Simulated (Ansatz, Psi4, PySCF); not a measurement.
C2H4N3 (SMILES c1nc[nH+][nH]1), charge +1, singlet, at a GFN2-xTB geometry, atoms displaced at random by about 0.03 Å a coordinate. Base run: R2SCAN/STO-3G, gradient (PySCF).

PySCF was given this input:
```python
from pyscf import gto, scf, dft

mol = gto.M(
    atom='''
C    -0.685523   -0.884682   -0.081563
N     0.542171   -1.024658   -0.258951
C     1.073467    0.095187   -0.072473
N     0.173737    1.067841    0.139102
N    -0.986116    0.395669    0.175968
H    -1.443664   -1.712275   -0.135824
H     2.182294    0.337823   -0.114325
H     0.236192    2.077595    0.277141
H    -1.871663    0.907000    0.269986
''',
    basis='sto-3g',
    charge=1,
    spin=0,
    verbose=4,
)

mf = dft.RKS(mol)
mf.xc = 'r2scan'
mf.kernel()
g = mf.nuc_grad_method()
grad = g.kernel()
```

Programs used: Ansatz (an electronic-structure program), Psi4, PySCF; a row that names a program was run with it.

The coordinate followed is x of atom 2.

The base run was repeated with changes; each row names its change, and settings that it needs were set with it.

```csv
change,dE/dx (Eh/bohr),net force (Eh/bohr)
base,-0.113444,0.003702
code = psi4,-0.115724,0.003360
conv_tol = 1e-4,-0.113329,0.003705
density fitting = on,-0.113448,0.003702
code = ansatz,-0.114462,0.000000
grids.level = 5; grid_response = off,-0.114728,0.000769
grids.level = 0; grid_response = on,-0.112746,0.000000
finite difference step (bohr) = 0.2; conv_tol = 1e-11,?,-
conv_tol = 1e-11,-0.113444,0.003702
grids.level = 5; grid_response = on,-0.114459,0.000000
conv_tol = 1e-6,-0.113486,0.003703
grids.level = 0; grid_response = off,?,0.080505
```

Q: Complete the blanks.

A: 
- finite difference step (bohr) = 0.2; conv_tol = 1e-11, dE/dx (Eh/bohr): -0.134664
- grids.level = 0; grid_response = off, dE/dx (Eh/bohr): -0.088118

The net force is zero for an exact gradient.
